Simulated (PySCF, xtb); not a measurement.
Cl₃HHfS, SMILES [SH][Hf]([Cl])([Cl])[Cl], multiplicity 1.

GFN2-xTB in xtb at its own geometry gives an orbital gap of 1.82 eV and a dipole moment of 0.85 D.

Coordinates come from a B3LYP-D3(BJ)/def2-SVP optimisation. The spin state was assumed, not searched. The def2 effective core potentials stand for the cores of Hf; spin–orbit coupling is left out. One conformer was computed; it need not be the lowest.

Question: What does PBE/def2-TZVP run with PySCF give? (The exact figures need the calculation; the answer reports its results.)

Answer: gap 3.81 eV (levels -7.04 and -3.22 eV), dipole 0.64 D.
